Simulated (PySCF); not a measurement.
C₃H₃N₃, SMILES n1cncnc1 (connectivity only; charge and spin as stated), charge +1, multiplicity 2. Coordinates come from a PBE-D3(BJ)/def2-SVP optimisation. The spin state was assumed, not searched.

Calculation: PBE-D3(BJ)/def2-SVP in PySCF 2.14.0.

Harmonic wavenumbers (cm⁻¹): 199, 357, 370, 610, 669, 893, 935, 958, 962, 1084, 1105, 1130, 1202, 1273, 1362, 1407, 1465, 1561, 3030, 3125, 3137. Rotational constants (GHz): 6.788, 6.120, 3.218; symmetry number 2.

Task: Work out the zero-point energy and the ideal-gas rigid-rotor harmonic-oscillator thermochemistry at 298.15 K and 1 atm.

Result: ZPE = ½ Σ hcν = ½ × 26837 cm⁻¹ = 160.52 kJ/mol. H − E(el) = 175.30 kJ/mol. Entropy in J/(mol K): translation 163.56, rotation 100.05, vibration 24.83, spin 5.76, total 294.21. G − E(el) = 87.58 kJ/mol. Cp = 75.95 J/(mol K).
